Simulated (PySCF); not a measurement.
# Worked example: oscillator strength and radiative lifetime

Ge(F)(SH)3 (FGeH3S3), SMILES [SH][Ge]([SH])([SH])[F].

Geometry: B3LYP-D3(BJ)/def2-SVP. This is a generated structure with no PubChem entry under its InChIKey; it may be hypothetical. Other conformers were not sampled.

TDA-PBE/def2-SVPD in PySCF puts the first singlet state with f over 0.02 at 5.77 eV (vertical), with the transition dipole (-0.172, -0.303, 0.184) in atomic units.

Question: Find the oscillator strength, the wavelength and the radiative lifetime that this transition would have in vacuum if emission retraced absorption.

Answer: 
|μ|² = 0.1552 au, so |μ| = 1.00 D. ΔE = 5.77/27.211 = 0.2120 hartree. f = (2/3) ΔE |μ|² = 0.022 (the program prints 0.022).
λ = 1239.84/5.77 = 215 nm; ν = 46538 cm⁻¹.
Einstein's coefficient A = 0.6670 ν² f s⁻¹ (ν in cm⁻¹) = 3.2e7 s⁻¹, so τ = 1/A = 32 ns. This state is S4; the lower singlets have f = 0.012, 0.012, 0.006. The figure is the radiative limit of this one transition; relaxation, internal conversion, crossing to triplets and a medium change what is measured.
